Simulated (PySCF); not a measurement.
Cr(O)(OH)4 (CrH₄O₅), SMILES [OH][Cr]([OH])([OH])([OH])=[O], multiplicity 1.

Coordinates come from a B3LYP-D3(BJ)/def2-SVP optimisation. The multiplicity is an assumed one; other spin states were not compared. One conformer was computed; it need not be the lowest.

Method: B3LYP-D3(BJ)/def2-SVP (PySCF 2.14.0).

Frequencies are harmonic and unscaled.

| mode | ν (cm⁻¹) | IR (km/mol) | moving atoms (share of kinetic energy) |
|---|---|---|---|
| 1 | 69 | 5.4 | O 95 % |
| 2 | 194 | 12.8 | O 90 % |
| 3 | 265 | 0.2 | O 55 %, Cr 27 %, H 19 % |
| 4 | 270 | 27.1 | O 63 %, Cr 24 %, H 13 % |
| 5 | 307 | 11.9 | O 84 %, H 15 % |
| 6 | 339 | 2.0 | O 68 %, Cr 24 % |
| 7 | 440 | 12.6 | O 82 %, H 15 % |
| 8 | 471 | 20.1 | H 76 %, O 23 % |
| 9 | 532 | 60.4 | O 94 % |
| 10 | 585 | 192.0 | H 90 %, O 10 % |
| 11 | 609 | 0.0 | H 88 %, O 12 % |
| 12 | 628 | 184.2 | H 90 %, O 9 % |
| 13 | 658 | 84.1 | O 76 %, Cr 13 %, H 10 % |
| 14 | 717 | 54.9 | O 66 %, H 24 %, Cr 9 % |
| 15 | 761 | 209.6 | O 63 %, Cr 32 % |
| 16 | 784 | 104.1 | H 57 %, O 26 %, Cr 17 % |
| 17 | 888 | 174.0 | H 89 %, O 11 % |
| 18 | 895 | 174.3 | H 74 %, O 25 % |
| 19 | 1020 | 42.7 | H 83 %, O 16 % |
| 20 | 1148 | 145.4 | O 57 %, Cr 26 %, H 17 % |
| 21 | 3726 | 119.3 | H 94 % |
| 22 | 3731 | 141.9 | H 94 % |
| 23 | 3761 | 72.7 | H 94 % |
| 24 | 3817 | 124.5 | H 94 % |
